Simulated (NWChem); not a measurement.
System: CF₂InNO; SMILES [F][In]([N]=C=O)[F]

```xyz
6

In     0.0054     0.5412     0.0000
F     -1.8778     1.0047     0.0000
F      1.2901     1.9872     0.0000
N      0.6369    -1.3593     0.0000
C      0.2236    -2.4973     0.0000
O     -0.0967    -3.6182     0.0000
```
Atoms are numbered in this order, from 1.

Computed with NWChem. Medium grid unless said otherwise, to which SCAN and Minnesota functionals are sensitive. Geometry: optimised at PBE0/def2-SVP. def2 effective core potentials on In; no spin-orbit coupling.

Task: Order these by “highest occupied level (eV)”, lowest first: LC-wPBE (HJS exchange hole, range parameter 0.4 per bohr)/def2-SVP; SCAN/def2-SVP; Hartree-Fock/def2-SVP; PBE0/def2-SVP; OLYP/def2-SVP.

Result: Hartree-Fock/def2-SVP (-12.61), LC-wPBE (HJS exchange hole, range parameter 0.4 per bohr)/def2-SVP (-11.76), PBE0/def2-SVP (-9.09), SCAN/def2-SVP (-8.02), OLYP/def2-SVP (-7.44)
